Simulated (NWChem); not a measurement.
BeCl2 in NWChem

```xyz
3

Be     0.0000     0.0000     0.0000
Cl     0.0000     0.0000     1.8144
Cl     0.0000     0.0000    -1.8144
```
Charge 0, spin multiplicity 1.

Everything below was run with NWChem. The geometry was optimised at PBE/def2-SVP, a minimum by its harmonic frequencies.

Symmetry labels belong to the abelian group D2h used in the runs, with the axes of the coordinates shown; states degenerate in a higher group split over its labels.

B3LYP has NWChem's definition, with VWN1-RPA local correlation. The structure started from a generated list of species.

Question: List the lowest 3 singlet excitations that TD-B3LYP/def2-SVPD, VWN1-RPA local correlation gives, with oscillator strengths.

Answer: 
```csv
state,symmetry,energy (eV),wavelength (nm),f
1,b3g,7.44,167,0.000
2,b2g,7.44,167,0.000
3,au,7.47,166,0.000
```
